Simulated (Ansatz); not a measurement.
Job for Ansatz (a first-principles code): R-B3LYP-D3(BJ)/def2-SVP on C2H11NSi2 (SMILES C[SiH](C)N[SiH3]).

Ansatz 0.2 input:
```yaml
crystal:
  periodic: [false, false, false]
  atoms:
    - {symbol: Si, position_ang: [-0.55642842, -0.31332991, -0.48135973]}
    - {symbol: N, position_ang: [0.96257191, -0.64639817, 0.29304540]}
    - {symbol: Si, position_ang: [2.47082726, 0.19399718, 0.16180570]}
    - {symbol: C, position_ang: [-0.84398484, 1.56026795, -0.45434760]}
    - {symbol: C, position_ang: [-1.89994463, -1.24460988, 0.48515923]}
    - {symbol: H, position_ang: [-0.53679039, -0.78665045, -1.88005658]}
    - {symbol: H, position_ang: [1.00522001, -1.53114783, 0.77114895]}
    - {symbol: H, position_ang: [2.85233139, 0.33855651, -1.24614558]}
    - {symbol: H, position_ang: [2.34413546, 1.52194409, 0.76767809]}
    - {symbol: H, position_ang: [3.44361934, -0.62294033, 0.88892575]}
    - {symbol: H, position_ang: [-0.82044830, 1.95212134, 0.55784298]}
    - {symbol: H, position_ang: [-0.07419420, 2.07262854, -1.02202371]}
    - {symbol: H, position_ang: [-1.80381020, 1.82166551, -0.88866999]}
    - {symbol: H, position_ang: [-1.74332298, -2.31814421, 0.44363775]}
    - {symbol: H, position_ang: [-1.91706044, -0.95442848, 1.53139585]}
    - {symbol: H, position_ang: [-2.88272097, -1.04363186, 0.07216350]}
basis:
  gaussian:
    orbitals: def2-SVP
hamiltonian:
  xc: b3lyp
  dispersion: d3bj
relax: {f_tol: 0.004, max_steps: 120}
scf: {lower_state_search: off}
```

Q: What total energy does the run end on?

A: -716.4165 hartree.

Q: How many basis functions does it have, and what does it roughly cost on one machine?

A: 133 functions; roughly 3.0 core-minutes.
